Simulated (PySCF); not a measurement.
C4H2F3O2 (doublet state).
Cartesian coordinates in Å at the GFN2-xTB level; atoms count from 1:
```xyz
11
C4H2F3O2 angstrom
O      0.8814    0.6064    2.6356
C      1.8483    0.4832    1.9491
O      2.0483    0.2128    0.6949
C      1.0223   -0.0153   -0.2058
C     -0.2733    0.0066    0.0637
C     -1.3013   -0.2551   -0.9923
F     -2.0697   -1.3107   -0.6857
F     -0.7697   -0.5031   -2.1968
F     -2.1311    0.7873   -1.1450
H      1.4296   -0.2197   -1.1876
H     -0.6793    0.2103    1.0439
```

The hyperfine couplings belong to this conformer and change with its torsions.

The species is `O=[C]O/C=C/C(F)(F)F` [radical].

Level of theory: PySCF 2.14.0, UKS B3LYP, pcH-1 on C F H O, non-relativistic, mean-field spin-orbit, GIAO. The structure is a single GFN2-xTB conformer in the gas phase; no vibrational or solvent corrections. The geometry wasn't refined by DFT: couplings that depend on bond lengths, twists or pyramidal angles can differ widely from those at the functional's own minimum. Stability of the SCF solution: not tested.

**Question.** Predict the first-order ENDOR lines of F7/F8/F9, H10 and H11 under fast tumbling at B = 1216.3 mT (Q band).

**Answer.** For S = 1/2 in fast tumbling each set of equivalent nuclei gives two lines, ν± = |νn ± a/2| to first order, with νn = g_N μN B/h and μN/h = 7.62259 MHz/T.

```csv
nuclei,isotope,g_N,νn (MHz),a_iso (MHz),lower line (MHz),upper line (MHz)
F7/F8/F9,19F,5.2577,48.75,-0.52,48.49,49.01
H10,1H,5.5857,51.79,11.58,46.00,57.58
H11,1H,5.5857,51.79,8.86,47.36,56.22
```

**Question.** Which pairs are centred on the nuclear Larmor frequency, and which on half the coupling?

**Answer.** Centred on νn, since |a| < 2νn: F7/F8/F9, H10 and H11. No pair has |a| > 2νn.

**Question.** At what field would the lower line of H10 fall to zero frequency?

**Answer.** Where νn = |a|/2, that is B = 5.79 MHz/(5.5857 × 7.62259 MHz/T) = 136 mT, as far as first order holds there.

Nuclei that the bonding pattern makes equivalent are averaged, as if the motion that swaps them (rotation, inversion, ring flip) were fast.
